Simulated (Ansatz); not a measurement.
Scan of H3 (cation, charge +1), singlet: symmetric bend, bond length relaxed. Scanned: H-H-H angle. Other coordinates (H-H bond length) were minimised at PBE0/def2-TZVP.

Computed with full CI/aug-cc-pVTZ, frozen core (Ansatz, a program for electronic structure).

Scanned values (°): 180, 167.65, 160.96, 147.72, 139.82, 127.80, 118.52, 107.83, 98.18, 92.36, 80.06, 72.06, 60.

**Question.** At which scan points does the profile have its minima and maxima, and how high do they lie?

**Answer.** Lower than their neighbours: 60° (0.0 kcal/mol, end of the scan). Higher than their neighbours: 180° (40.6 kcal/mol, end of the scan). The whole profile spans 40.6 kcal/mol.
